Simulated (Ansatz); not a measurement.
Basis-set extrapolation for C2H7BN2Si (`C=N[SiH2]N1BC1`) (PBE0-D4/def2-TZVP geometry, frozen core, Ansatz 0.2.0). Multiplicity 1, RHF reference.

```tsv
	def2-TZVPP	def2-QZVPP
HF	-502.420597	-502.439997
MP2 correlation	-0.940823	-1.005051
CCSD(T) correlation	-1.030129	not run
```

Energies in hartree. Use E(X) = E(∞) + A·exp(−7.88·√X) for Hartree–Fock and E(X) = E(∞) + B·X^(−2.97) for correlation, with X = 3 and 4, and add CCSD(T) minus MP2 of the smaller set to the MP2 limit.

Question: What is the CCSD(T) energy at the basis-set limit?

Answer: HF limit: -502.439997 + (-0.019400) × 0.13774 = -502.44267. MP2 limit: -1.005051 + (-0.064228) × 0.74074 = -1.05263. Higher-order term: -1.030129 − (-0.940823) = -0.08931. Total: -503.58461 hartree, 351.5 kJ/mol below CCSD(T)/def2-TZVPP.
